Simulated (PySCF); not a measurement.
AlClBr₂, SMILES [Cl][Al]([Br])[Br].

Coordinates come from a r2SCAN-D4/def2-SVP optimisation. The structure was generated by enumeration; whether it is a known compound was not checked.

These are C-PCM-PBE0/def2-SVP run with PySCF values and carry that method's errors.

The values are the electrostatic part of the solvation free energy, E(continuum) − E(gas) at the gas-phase geometry, in a cavity of scaled van der Waals radii (PySCF's table); cavitation and dispersion terms are not included. A continuum can't describe solvent molecules that bind to the metal. In vacuum the orbital gap is 7.33 eV. The dipole moment in vacuum is 0.22 D.

Computed values in water (ε = 78.36), n-hexane (ε = 1.88), N,N-dimethylformamide (ε = 37.22):
| solvent | ε | ΔG(elec) (kcal/mol) | dipole (D) | gap (eV) |
|---|---|---|---|---|
| water | 78.36 | -4.9 | 0.20 | 7.61 |
| n-hexane | 1.88 | -2.2 | 0.21 | 7.46 |
| N,N-dimethylformamide | 37.22 | -4.8 | 0.20 | 7.61 |
